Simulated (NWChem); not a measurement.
**Polarisability of CH2F (+1)**

```xyz
4

C      0.0000     0.0000    -0.5879
F      0.0000     0.0000     0.6355
H     -0.9845     0.0000    -1.0961
H      0.9845     0.0000    -1.0961
```
Charge +1, spin multiplicity 1.

All runs are NWChem calculations. All single points use one geometry, from PBE0/def2-SVP, a minimum by its harmonic frequencies.

Basis set: Sadlej pVTZ. Static limit.

```json
[
 {"method": "HF", "isotropic polarisability (bohr³)": "9.86", "difference from CCSD linear response": "-0.88"},
 {"method": "PBE", "isotropic polarisability (bohr³)": "10.83", "difference from CCSD linear response": "+0.09"},
 {"method": "BHandHLYP", "isotropic polarisability (bohr³)": "10.26", "difference from CCSD linear response": "-0.47"},
 {"method": "B3LYP", "isotropic polarisability (bohr³)": "10.60", "difference from CCSD linear response": "-0.14"},
 {"method": "CCSD linear response", "isotropic polarisability (bohr³)": "10.74", "difference from CCSD linear response": "0.00"}
]
```

The values span 0.96 bohr³, from HF (lowest) to PBE (highest). 

The correlated methods keep 2 core orbitals frozen. B3LYP has NWChem's definition, with VWN1-RPA local correlation. The spin multiplicity of the parent species was assumed, not shown to be that of its ground state. The structure started from a generated list of species. Differences from the coupled-cluster row are differences between methods, not errors against experiment.
